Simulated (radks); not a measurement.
Ionisation of the iron ion Fe3+, [Ar] 3d5, to [Ar] 3d4 as the strength of local exchange is varied. Calculated with a radial shooting solver on a logarithmic mesh with Libxc functionals: scalar-relativistic Kohn-Sham, Slater X-alpha exchange (alpha = 2/3 is LDA exchange), no correlation, spin-unpolarised, spherical densities, finite nucleus; Fermi nuclear charge, rms radius 3.7377 fm.

| alpha | E(Fe3+) (hartree) | exchange (hartree) | IE (eV) | -e of the level emptied (eV) | <r> of it (bohr) |
|---|---|---|---|---|---|
| 0.561 | -1257.98961 | -41.93189 | 48.815 | 39.256 (3d) | 1.019 |
| 0.667 | -1265.94100 | -50.14797 | 51.618 | 41.814 (3d) | 0.9941 |
| 0.673 | -1266.39248 | -50.61579 | 51.780 | 41.962 (3d) | 0.9927 |
| 0.727 | -1270.46244 | -54.83944 | 53.250 | 43.310 (3d) | 0.9808 |
| 0.85 | -1279.77791 | -64.54896 | 56.696 | 46.485 (3d) | 0.9552 |

NIST Atomic Spectra Database: 54.91 eV (measured). The Delta-SCF value meets it near alpha = 0.79. Spin polarisation and multiplet splitting are left out, so open shells lie too high by an amount that depends on their filling.

Beside tabulated values, note that spin-unpolarised runs miss the spin-polarisation part of the exchange energy of open shells.
